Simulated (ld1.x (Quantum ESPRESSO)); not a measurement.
**What one change does to a pseudopotential (S, ultrasoft)**

ld1.x (Quantum ESPRESSO) 7.5 input, shortened:

```
&input
   title='S', zed=16., rel=0, dft='REVPBE', iswitch=3,
   config='[Ne] 3s2 3p2 3d-2'
 /
 &inputp
   pseudotype=3, tm=.true., lloc=-1, rcloc=1.10,
   nlcc=.true., rcore=1.05
 /
5
3S  1  0   2.00   0.00  1.20  1.45  0.0
3S  1  0   0.00  -1.35  1.20  1.45  0.0
3P  2  1   2.00   0.00  1.35  1.80  0.0
3P  2  1   0.00  -1.65  1.35  1.80  0.0
3D  3  2  -2.00   0.50  1.35  1.50  0.0
 &test
   configts(1)='3s2 3p2'
 /
```

Change: type TM semilocal; waves now 3s (bound): rc 1.45 bohr; 3p (bound): rc 1.80 bohr; 3d channel at 0.5 Ry: rc 1.50 bohr; local potential the d channel.

Cutoffs: the cutoffs (Ry, on a coarse ladder) from which the occupation-weighted sum of valence levels, in a spherical-Bessel basis at the reference potential, stays within 10 and 1 mRy of its value at 400 Ry; they do not see the model core or the augmentation charge, which bear on the density cutoff. Errors are all-electron minus pseudo energies relative to the spin-unpolarised reference configuration.

Task: What does the change do?

Result: The potential gets harder (18 Ry and 30 Ry → 40 Ry and 60 Ry); of the 7 tests that both files solve, the error grows in 7 and shrinks in 0 by more than 15 % and 0.3 meV (median size 9.1 → 19.1 meV); the range in which the s phases agree narrows (upper end 3.9 → 2.2); the range in which the p phases agree narrows (upper end at the end of the scan → 3.3); neither file shows a bound ghost. A semilocal file is local in each channel, so a ghost entry of none says nothing of the separable form that plane-wave codes build from it. Several settings change at once here, so the effects cannot be laid on one of them.

```csv
quantity,base,changed
"cutoff, loose",18 Ry,40 Ry
"cutoff, tight",30 Ry,60 Ry
loose cutoff by channel (10 mRy a level),"s 12 Ry, p 15 Ry","s 21 Ry, p 12 Ry"
bound ghosts,none,none
"error for 3s2 3p4, meV [ΔE -34.03 eV]",+8.2,+21
"error for 3s2 3p3, meV [ΔE -22.27 eV]",+3.4,+7.8
"error for 3s2 3p1, meV [ΔE 34.02 eV]",+7.8,+14
"error for 3s2 3p0, meV [ΔE 80.77 eV]",+45,+68
"error for 3s2 3p4.3, meV [ΔE -35.73 eV]",+9.1,+25
"error for 3s1 3p5, meV [ΔE -23.84 eV]",+10,+19
"error for 3s0 3p6, meV [ΔE -13.54 eV]",+9.7,+15
s: phases at 1.96 bohr within 0.05 rad from the reference energy up to (Ry; the scan ends near 5),3.9,2.2
p: phases at 1.96 bohr within 0.05 rad from the reference energy up to (Ry; the scan ends near 5),to the end of the scan,3.3
d: phases at 1.96 bohr within 0.05 rad from the reference energy up to (Ry; the scan ends near 5),4.0,4.4
```
